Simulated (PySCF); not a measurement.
# Core-level binding energies of `C=CC(=O)N(C)C`

Compound: C5H9NO.
Cartesian coordinates in Å at the PBE0-D3(BJ)/def2-SVP level; atoms count from 1:
```
atom  x, y, z in Å
C1     2.8616   -0.8281   -0.0749
C2     1.5457   -0.7654   -0.2879
C3     0.6892    0.0292    0.6463
O4     1.1931    0.6954    1.5360
N5    -0.6678   -0.0134    0.4525
C6    -1.3437   -0.8119   -0.5395
C7    -1.5028    0.8448    1.2569
H8     3.2892   -0.3077    0.7869
H9     3.5256   -1.3810   -0.7433
H10    1.1083   -1.2671   -1.1528
H11   -1.5057   -0.2683   -1.4887
H12   -0.8005   -1.7395   -0.7549
H13   -2.3312   -1.1044   -0.1514
H14   -2.0820    1.5372    0.6216
H15   -2.2140    0.2541    1.8596
H16   -0.8563    1.4216    1.9281
```

Method used: delta-SCF UKS SCAN, pcX-2 on the ionised atom, pcseg-1 elsewhere, spin-free X2C (PySCF 2.14.0). Vertical ΔSCF values, vacuum level as zero.

**Question.** What binding energy does each computed site have?

**Answer.** 
```
atom(s)                 bonded to  level  binding energy (eV)  above the level's lowest (eV)  count
     O4           C (double bond)   O 1s               536.28                           0.00      1
     N5                       3 C   N 1s               405.52                           0.00      1
     C3  O (double bond), N and C   C 1s               293.17                          +2.78      1
  C6/C7                 N and 3 H   C 1s               292.03                          +1.64      2
     C2  C (double bond), C and H   C 1s               290.66                          +0.27      1
     C1   C (double bond) and 2 H   C 1s               290.39                           0.00      1
```

The listed C 1s values span 2.78 eV, from C1 (bonded to C (double bond) and 2 H) to C3 (bonded to O (double bond), N and C). The widest gap between neighbouring values is 1.37 eV, between 290.66 and 292.03 eV.

**Question.** What is the longest wavelength that can ionise N 1s of N5 vertically?

**Answer.** λ = hc/E = 12398.42 eV Å / 405.52 eV = 30.574 Å.

One atom of each set of topologically equivalent atoms was ionised and stands for the set; in this conformer not all members are related by symmetry, and their own values weren't computed. One conformer (not necessarily the lowest) at the PBE0-D3(BJ)/def2-SVP geometry, without solvent, vibrations or thermal averaging.
